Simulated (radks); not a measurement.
Polarisability of the phosphorus ion P+, [Ne] 3s2 3p2, at imaginary frequency. Method: non-relativistic Kohn-Sham, LDA (Slater exchange, Perdew-Wang correlation), spin-polarised, spherical densities, point nucleus; open shells are filled with parallel spins first; computed with a radial shooting solver on a logarithmic mesh with Libxc functionals. Response by self-consistent Sternheimer equations with the Hartree and adiabatic LDA kernel.

| w (hartree) | alpha1(iw) (bohr^3) |
|---|---|
| 0.00266 | 14.39 |
| 0.0143 | 14.37 |
| 0.0360 | 14.30 |
| 0.0697 | 14.06 |
| 0.118 | 13.49 |
| 0.186 | 12.37 |
| 0.280 | 10.54 |
| 0.413 | 8.098 |
| 0.605 | 5.497 |
| 0.892 | 3.287 |
| 1.35 | 1.749 |
| 2.12 | 0.8397 |
| 3.59 | 0.3658 |
| 6.94 | 0.1366 |
| 17.5 | 0.03148 |

Static values: alpha1 = 14.39 bohr^3 (2.132 angstrom^3; uncoupled 23.37). C6 = 73.91, triple-dipole C9 = 784.6 atomic units. One-pole (London) frequency 4 C6 / (3 alpha1^2) = 0.476 hartree, against 0.551 for minus the highest occupied eigenvalue. The dipole shielding factor is 0.933, as the force sum rule N/Z = 0.933 demands.
